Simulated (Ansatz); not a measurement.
System: sum formula BNH₂Br₂ (charge 0, singlet). SMILES: NB(Br)Br
Coordinates optimised at B3LYP-D3(BJ)/def2-TZVP (Ansatz, an electronic-structure program):
```
B
N 1 1.3817
H 2 1.0067 1 122.45
H 2 1.0067 3 115.10 1 -180.00
Br 1 1.9346 2 120.05 3 -180.00
Br 1 1.9346 2 120.05 3 0.00
```
Charge 0, spin multiplicity 1.

Quantity: atomisation energy (electronic, to ground-state atoms), in kcal/mol. Correlated levels leave the core frozen unless marked. UHF or UKS for open shells. No spin-orbit coupling. The frozen core is the preceding noble-gas configuration, with the filled d and f shells of earlier blocks. No relativistic terms. The coupled-cluster limit lacks core correlation, which all-electron functionals hold. CBS(X,Y): correlation extrapolated as X^-3; Hartree-Fock from the larger set (for Q and 5 zeta extrapolated as (X+1)exp(-9√X)).

```
level                           program  atomisation energy (kcal/mol)
-----------------------  --------------  -----------------------------
HF/6-31G                         Ansatz                          322.5
HF/aug-cc-pVDZ                   Ansatz                          347.7
HF/cc-pVQZ                       Ansatz                          352.9
PBE-D3(BJ)/def2-TZVPD    Ansatz + dftd3                          513.3
PBE0/def2-TZVP                   Ansatz                          498.6
CAM-B3LYP-D4/def2-TZVPD  Ansatz + dftd4                          496.6
MP2/6-31G*                       Ansatz                          460.6
```

Task: Predict the CCSD(T)/CBS(cc-pVQZ,cc-pV5Z) result (Ansatz).

Result: 493.8 kcal/mol, so MP2/6-31G* differs from it by -33.2 kcal/mol.
